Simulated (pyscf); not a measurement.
**[HO–B–Cl]•, doublet**

Gas-phase minimum from PySCF at ωB97X-D3(BJ)/def2-SVP, one conformer. Other isomers of [HO–B–Cl]• were not searched in full and may lie lower. 

```
B
O 1 1.3325
H 2 0.9699 1 114.72
Cl 1 1.7648 2 124.27 3 0.00
```
Charge 0, spin multiplicity 2.

Properties at ωB97X-D3(BJ)/def2-SVP:

| Item | Result |
|---|---|
| Harmonic wavenumbers, unscaled | 372, 564, 747, 1018, 1412, 3805 cm⁻¹ |
| Zero-point energy | 11.3 kcal/mol |
| Rotational symmetry number | 1 |
| Entropy of this conformer at 298 K and 1 atm, rigid rotor and harmonic oscillator, modes under 100 cm⁻¹ raised to 100 | 267.8 J/(mol K) |
| Dipole moment | 1.93 D |
| Spin expectation value S2 | 0.752 |

Single-point totals, which compare only within one level (frozen core for MP2 and CC):

| level | total energy (hartree) |
|---|---|
| ωB97X-D3(BJ)/def2-TZVP | -560.97590 |
| PBE/def2-TZVP | -560.64112 |
| r²SCAN/def2-TZVP | -560.86760 |
| B3LYP-D3(BJ)/def2-TZVP | -560.96990 |
| PBE0-D3(BJ)/def2-TZVP | -560.68327 |
| M06-2X/def2-TZVP | -560.89678 |
| ωB97M-D3(BJ)/def2-TZVP | -561.02038 |
| UHF/def2-TZVPP | -559.71998 |
| MP2/def2-TZVPP | -560.21896 |
| CCSD/def2-TZVPP | -560.24107 |
| CCSD(T)/def2-TZVPP | -560.26232 |

The CCSD(T) − MP2 part came from Ansatz, without density fitting, on the same reference.
